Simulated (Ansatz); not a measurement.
**Reading a saddle point**

A first-order saddle point of SiAsH₃F₂, closed shell, PBE0-D4/def2-TZVP, with one imaginary mode of 952i cm⁻¹:

```
7
angstrom
Si 0.5173 -0.9142 0.8505
F -0.7632 -1.1132 1.7750
F 0.5931 -2.1435 -0.1579
H 0.8756 0.4644 0.3671
As -0.7978 0.6567 -0.9097
H 0.3677 1.0835 -1.7897
H -0.7928 1.9664 -0.1354
```

Ansatz 0.2.0; basis: def2-TZVPP and def2-QZVPP; cores frozen in the correlated methods. Filled d shells of the heavier atoms are correlated. The def2 sets are not built for correlating such inner shells, so the correlated values are less sure here. Extrapolation: Hartree–Fock as exp(−7.88 √X), correlation as X^−2.97.

(1) Which contacts change along the imaginary mode, and what lies on either side? (A judgement: the text doesn't fix the answer.)

(2) Which side is lower, and how far does the saddle lie above each? (An estimate is asked for; the value comes from the calculation.)

T1 diagnostic: at most 0.016. The restricted Hartree–Fock reference is unstable towards an unrestricted one at one or more of these structures. A large double-excitation amplitude points to some diradical character; no triplet was computed. The start structure is not quite a true minimum (one mode of 36i cm⁻¹).

Results:

(1) Computed: The step is AsH₃ + SiF₂ → SiAsH₃F₂ ([F][SiH]([F])[AsH2]), with the molecules in contact on both sides. Shortening one way: Si1–H4, Si1–As5; lengthening the same way: H4–As5.
```json
{"pair": "Si1–H4", "one side (Å)": "2.34", "saddle (Å)": "1.50", "other side (Å)": "1.48"}
{"pair": "Si1–As5", "one side (Å)": "3.78", "saddle (Å)": "2.70", "other side (Å)": "2.34"}
{"pair": "H4–As5", "one side (Å)": "1.54", "saddle (Å)": "2.11", "other side (Å)": "3.30"}
```

(2) Computed: The side with Si1–H4, Si1–As5 short is lower by 169.1 kJ/mol; the saddle lies 286.5 kJ/mol above it and 117.4 kJ/mol above the other (CCSD(T) at an estimated basis limit (MP2 extrapolated from triple and quadruple zeta, plus CCSD(T) − MP2 in triple zeta); electronic energies).

Losses and insertions of silylenes and their heavier kin drive the gas-phase chemistry of silicon and germanium vapour deposition.

Labels in which every atom is bracketed show which atoms are joined, not bond orders.

For scale, one of the runs: CCSD(T)/def2-TZVPP, 194 basis functions (an equivalent command: `ansatz run in.yaml --threads 4`). The run took 88 s on 4 CPU threads (shared host), with 2.3 GiB of host memory at its peak.
